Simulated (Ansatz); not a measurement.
Be₄O₄H₁₆⁺. The state is a doublet with charge 1. Geometry r2SCAN-D4/def2-SVP, that of the neutral singlet.

```
atom   x (Å)   y (Å)   z (Å)
  O1   0.760   1.905   0.749
  O2  -1.231  -1.094  -1.433
  O3  -1.409  -0.261   1.645
  O4   1.880  -0.549  -0.962
 Be5   1.420   0.797   1.701
 Be6  -2.073   0.861   0.712
 Be7   1.242   0.568  -1.918
 Be8  -0.589  -2.225  -0.495
  H9   1.072   2.000  -0.218
 H10  -0.236   2.115   0.821
 H11  -1.957  -0.477  -1.068
 H12  -0.648  -0.594  -2.105
 H13  -0.583  -0.041   2.203
 H14  -1.377  -1.233   1.336
 H15   2.261  -0.288  -0.051
 H16   1.469  -1.482  -0.918
 H17   0.632   0.384   2.766
 H18   2.584   0.216   1.218
 H19  -1.635   2.158   0.939
 H20  -2.815   0.381  -0.358
 H21   0.322   0.100  -2.846
 H22   1.499   1.881  -1.551
 H23   0.683  -2.646  -0.857
 H24  -1.271  -2.474   0.687
```

In the doublet geometry the species has come apart into loosely held pieces.

Q: Estimate the α-spin orbital energies around the gap (eV) in Ansatz with PBE-D4/def2-TZVP, B97M-V/def2-TZVP, PBE0-D4/def2-TZVP.

A: 
| orbital | PBE-D4/def2-TZVP | B97M-V/def2-TZVP | PBE0-D4/def2-TZVP |
| --- | --- | --- | --- |
| HOMO−5 | -12.82 | -13.22 | -14.30 |
| HOMO−4 | -12.70 | -13.11 | -14.17 |
| HOMO−3 | -12.29 | -12.61 | -13.68 |
| HOMO−2 | -12.21 | -12.57 | -13.61 |
| HOMO−1 | -12.21 | -12.57 | -13.61 |
| HOMO | -11.51 | -11.86 | -12.85 |
| LUMO | -6.04 | -5.92 | -5.18 |
| LUMO+1 | -5.66 | -5.64 | -4.80 |
| LUMO+2 | -4.96 | -4.72 | -4.05 |
| LUMO+3 | -4.96 | -4.72 | -4.05 |
| LUMO+4 | -4.44 | -4.24 | -3.62 |
| LUMO+5 | -3.35 | -3.02 | -2.44 |
| β HOMO | -11.91 | -12.30 | -12.92 |
| β LUMO | -11.17 | -11.56 | -11.21 |
